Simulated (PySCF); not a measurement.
# Computed records: AlBH$_{5}$N$_{2}$, AlBH$_{3}$N$_{2}$

Calculation on a computer-drawn molecule: the log of a Hartree-Fock and frozen-core CCSD(T) single point meant for a local Hartree-Fock minimum, with one planted fault or none, to be diagnosed. Offsets are logged minus clean, where the clean run is the same molecule without the fault. The reference is restricted for singlets and unrestricted otherwise, and also for a bond in bohr or an excited solution. Adding or removing an electron swaps singlet and doublet. The excited solution moves the top pair (singlet) or top alpha electron (doublet) to the lowest empty orbital. Highest occupied and lowest empty are orbital energies over both spins, largest force is the largest gradient component, triples share is (T) over the correlation energy, the T1 limit is 0.02 restricted and 0.045 unrestricted, electrons count all cores, a negative frequency is imaginary (commonest isotopes), and the dipole is about the centre of nuclear charge. Program: PySCF 2.14.0.

Common to all runs: meant charge 1; meant multiplicity 1; meant basis cc-pV(D+d)Z; logged SCF converged yes; logged spin squared 0; possible faults no fault, one electron removed, one electron added, multiplicity raised by two, geometry at a saddle point, SCF held on an excited solution, minimal basis STO-3G, one bond length entered in bohr, all coordinates scaled.

(1) 
```xyz
9
formula=AlBH5N2 logged_electrons=36 logged_basis_functions=90 logged_highest_occupied=-15.213 logged_lowest_empty=-3.8246 logged_largest_force=3.578e-05 logged_lowest_frequency=85.433 logged_T1_diagnostic=0.016394 logged_D1_diagnostic=0.054589 logged_triples_share=0.026855 logged_CC_converged=yes logged_dipole_magnitude=5.1257 logged_SCF_stable_within_its_kind=yes logged_energy_HF=-378.23756 logged_energy_CCSD(T)=-378.75082 planted_fault=no_fault HF_energy_offset_from_clean_run=0 CCSD(T)_energy_offset_from_clean_run=0
N     -0.5658     0.4545     1.4103
B     -0.1988     0.1947     0.1617
Al     0.3840    -0.2748    -1.9289
N      1.6273     0.7924    -2.5010
H     -0.1340     1.1698     1.9765
H     -1.3044    -0.0482     1.8806
H     -0.3888    -1.4641    -2.5610
H      2.0698     1.5465    -2.0083
H      2.0228     0.7339    -3.4242
```

Units: logged_highest_occupied, logged_lowest_empty in eV; logged_largest_force in hartree/bohr; logged_lowest_frequency in cm⁻¹; logged_dipole_magnitude in debye; logged_energy_HF, logged_energy_CCSD(T) in hartree; HF_energy_offset_from_clean_run, CCSD(T)_energy_offset_from_clean_run in kcal/mol.

Drawn bonds:
```
atom  other atom  order
   1           2      1
   2           3      1
   3           4      1
   1           5      1
   1           6      1
   3           7      1
   4           8      1
   4           9      1
```

(2) 
```xyz
7
formula=AlBH3N2 logged_electrons=34 logged_basis_functions=80 logged_highest_occupied=-8.4869 logged_lowest_empty=-10.22 logged_largest_force=0.10064 logged_CC_converged=no logged_dipole_magnitude=5.102 logged_SCF_stable_within_its_kind=no logged_energy_HF=-376.55362 planted_fault=SCF_held_on_an_excited_solution HF_energy_offset_from_clean_run=347.6
N     -0.0300     0.3951     1.0131
B      0.4824    -0.4000     0.0446
N      0.9704    -1.1571    -0.8782
Al     1.5989    -2.1347    -2.0663
H     -0.2541     1.3592     0.8574
H     -0.2141     0.0654     1.9411
H      2.1804    -3.0386    -3.1652
```

Units: logged_highest_occupied, logged_lowest_empty in eV; logged_largest_force in hartree/bohr; logged_dipole_magnitude in debye; logged_energy_HF in hartree; HF_energy_offset_from_clean_run in kcal/mol.

Drawn bonds:
```
atom  other atom  order
   1           2      1
   2           3      1
   3           4      2
   1           5      1
   1           6      1
   4           7      1
```

Notes: CCSD not converged.
